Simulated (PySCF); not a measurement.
Species: CH₈OSi₂.
Z-matrix (Å and degrees, PBE0-D3(BJ)/def2-SVP geometry), rows numbered from 1:
```
C 
O   1  1.4003
Si  2  1.6684  1  123.84
Si  3  2.3386  2  106.22  1   179.27
H   1  1.1061  2  111.99  3   -62.18
H   1  1.1006  2  108.79  3   178.56
H   1  1.1062  2  112.07  3    59.31
H   3  1.5012  2  110.61  1   -59.99
H   3  1.5012  2  110.63  1    58.38
H   4  1.4946  3  110.38  2   -60.05
H   4  1.4968  3  109.34  2  -179.65
H   4  1.4946  3  110.38  2    60.71
```

Lines to be assigned: C 1s: 292.39 eV; O 1s: 538.01 eV; Si 1s: 1846.23 (area 1), 1846.84 (area 1) eV; Si 2p3/2: 106.55 (area 1), 107.00 (area 1) eV.

Level of theory: delta-SCF UKS SCAN, pcX-2 on the ionised atom, pcseg-1 elsewhere, spin-free X2C (PySCF 2.14.0). Isolated species at its PBE0-D3(BJ)/def2-SVP geometry (one conformer only).

Q: Assign the Si 1s lines to atoms.

A: 1846.23 eV: Si4 (SiH3 silicon); 1846.84 eV: Si3 (oxygen-bound silicon). The listed Si 1s values span 0.61 eV, from Si4 (bonded to 3 H and Si) to Si3 (bonded to O, 2 H and Si).

Q: Assign the Si 2p3/2 lines to atoms.

A: 106.55 eV: Si4 (SiH3 silicon); 107.00 eV: Si3 (oxygen-bound silicon). Lowest listed Si 2p3/2: Si4, bonded to 3 H and Si. Highest, 0.45 eV above it: Si3, bonded to O, 2 H and Si. Summing the Pauling electronegativity differences to the bonded atoms, each weighted by its formal bond order, gives +0.90 for the lowest site and +2.14 for the highest.

Bonded neighbours of each site: C1: O and 3 H; O2: C and Si; Si3: O, 2 H and Si; Si4: 3 H and Si.

Q: What is the longest wavelength that can ionise Si 2p3/2 of Si4 vertically?

A: λ = hc/E = 12398.42 eV Å / 106.55 eV = 116.362 Å.

The 2p values aren't plain energy differences: one relaxed spin-free 2p hole is combined with a matrix within the shell (ground-state 2p orbital-energy differences and spin–orbit coupling). 2p3/2, the mean of its two sublevels, lies a third of the splitting below the shell's mean and 2p1/2 two thirds above it; the statistical areas are 2:1. 2p1/2 minus 2p3/2 (ligand field included): Si 0.62 eV.
